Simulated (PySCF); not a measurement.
**Löwdin shares of the frontier orbitals**

Compound: C8H11P.
Cartesian coordinates in Å at the PBE0-D3(BJ)/def2-SVP level; atoms count from 1:
```
atom  x, y, z in Å
C1     3.1876   -0.8644   -0.3781
C2     2.3676    0.3582   -0.4344
C3     1.9570    1.3710   -1.1489
P4     1.2692    1.4671    0.5500
C5    -0.3713    0.6723    0.3911
C6    -1.3684    0.8929    1.2652
C7    -2.6329    0.1793    0.8795
C8    -2.1505   -0.8174   -0.1882
C9    -0.8311   -0.2354   -0.7245
H10    3.9385   -0.7817    0.4239
H11    2.5586   -1.7350   -0.1342
H12    3.7040   -1.0536   -1.3317
H13    2.0251    1.8555   -2.1231
H14   -1.2937    1.5549    2.1334
H15   -3.3643    0.9033    0.4713
H16   -3.1351   -0.3105    1.7301
H17   -2.8947   -1.0017   -0.9771
H18   -1.9442   -1.7866    0.2934
H19   -0.9761    0.3558   -1.6477
H20   -0.0920   -1.0125   -0.9791
```

Computed, not measured: PySCF 2.14.0, density-fitted response routines, TDDFT CAM-B3LYP/def2-SVPD, vertical, gas phase, core orbitals frozen in the response.

Frontier orbitals with the atoms that hold most of them (Löwdin shares over 4%, at most four atoms; ? is withheld):

```json
{"orbital": "LUMO+2", "ε (eV)": "1.35", "atoms": "C1 14%, H11 10%, C2 9%, C3 9%"}
{"orbital": "LUMO+1", "ε (eV)": "1.21", "atoms": "C3 25%, C2 17%, P4 13%, C1 11%"}
{"orbital": "LUMO", "ε (eV)": "0.82", "atoms": "?"}
{"orbital": "HOMO", "ε (eV)": "?", "atoms": "P4 38%, C2 15%, C5 14%, C3 13%"}
{"orbital": "HOMO-1", "ε (eV)": "-7.79", "atoms": "?"}
{"orbital": "HOMO-2", "ε (eV)": "-9.43", "atoms": "P4 25%, C2 16%, C5 12%, C3 10%"}
{"orbital": "HOMO-3", "ε (eV)": "-9.82", "atoms": "C3 31%, C2 22%, P4 18%, C1 6%"}
```

Give the leading atoms of the LUMO.

C6 (bonded to 2 C and H) 18%; C5 (bonded to 2 C and P) 15%; C3 (bonded to C, P and H) 15%; C2 (bonded to 2 C and P) 13%.

Give the leading atoms of the HOMO-1.

C5 (bonded to 2 C and P) 20%; C6 (bonded to 2 C and H) 20%; P4 (bonded to 3 C) 17%; C3 (bonded to C, P and H) 12%. By element: carbon 52% or more, phosphorus 17%.

What is the HOMO energy, and the HOMO–LUMO gap?

ε(HOMO) = -7.63 eV; the gap is 8.45 eV (0.3107 hartree).

How does S1 compare with the orbital gap of 8.45 eV?

S1 is at 5.07 eV (f = 0.016), 3.39 eV below the gap, made of HOMO→LUMO (81%), HOMO-1→LUMO (11%). 

Next come S2 at 5.33 eV (f 0.0043), HOMO→LUMO+1 (56%), HOMO→LUMO+2 (25%); S3 at 5.47 eV (f 0.055), HOMO-1→LUMO (45%), HOMO-1→LUMO+1 (27%); S4 at 6.08 eV (f 0.330), HOMO-1→LUMO (29%), HOMO-1→LUMO+1 (28%), HOMO-1→LUMO+2 (15%); S5 at 6.39 eV (f 0.019), HOMO→LUMO+2 (52%), HOMO→LUMO+1 (23%).

One conformer stands for the species.
